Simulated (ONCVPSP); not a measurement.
# Before and after: ONCV potential for Cu (Z = 29)

* Element: Cu
* Generator: ONCVPSP 4.0.1
* Type: optimised norm-conserving Vanderbilt (ONCV)
* Functional: PBE
* Relativity: scalar-relativistic
* Frozen core: [Ne]
* Valence charge: 19
* Reference configuration: 3s2 3p6 3d9 4s2
* Partial waves: 3s+4s: rc 1.30 bohr, ncon 3, nbas 6, qcut 10 1/bohr, 3 projectors, debl 1.2 Ha; 3p: rc 1.10 bohr, ncon 4, nbas 7, qcut 11.9 1/bohr, 2 projectors, debl 0.8 Ha; 3d: rc 1.10 bohr, ncon 4, nbas 9, qcut 15.2 1/bohr, 2 projectors, debl 0.6 Ha
* Local potential: polynomial inside 1.05 bohr (lpopt 2, dvloc0 6 Ha)
* Core correction: polynomial model core, fcfact 0.75

In the p channel the program set the typed energies aside and used -2.841, 0.250 Ha.

Change: s: qcut 13.2.

Cutoffs: the cutoffs (Ha) at which the residual kinetic energy of the hardest occupied pseudo-wave falls to 1 and 0.1 mHa per electron; they do not see the model core or the augmentation charge, which bear on the density cutoff. Errors are all-electron minus pseudo energies relative to the spin-unpolarised reference configuration.

Task: What does the change do?

Result: The potential gets neither clearly harder nor softer (86 Ha and 97 Ha → 86 Ha and 97 Ha); the d channel sets the loose cutoff, while the largest relative change is in s, which becomes harder; the errors of the 4 common tests hardly move; neither file shows a bound ghost.

| quantity | base | changed |
| --- | --- | --- |
| cutoff, loose | 86 Ha | 86 Ha |
| cutoff, tight | 97 Ha | 97 Ha |
| loose cutoff by channel | s 29 Ha, p 47 Ha, d 86 Ha | s 37 Ha, p 47 Ha, d 86 Ha |
| bound ghosts | none | none |
| GHOST(+) flags under 300 eV | none | none |
| error for 3s2 3p6 3d10 4s1, meV [ΔE -1.97 eV] | +1.3 | +1.5 |
| error for 3s2 3p6 3d10 4s0, meV [ΔE 6.18 eV] | +7.5 | +7.8 |
| error for 3s2 3p6 3d9 4s0, meV [ΔE 27.51 eV] | +0.2 | +0.5 |
| error for 3s2 3p6 3d7 4s0, meV [ΔE 126.24 eV] | +38 | +39 |
| s: phases at 1.32 bohr within 0.05 rad from the reference energy up to (Ha; the scan ends near 5) | to the end of the scan | to the end of the scan |
| p: phases at 1.12 bohr within 0.05 rad from the reference energy up to (Ha; the scan ends near 5) | to the end of the scan | to the end of the scan |
| d: phases at 1.12 bohr within 0.05 rad from the reference energy up to (Ha; the scan ends near 5) | to the end of the scan | to the end of the scan |
| rms error of d²Exc/dni dnj with the model core, mHa | 1.89 | 1.83 |
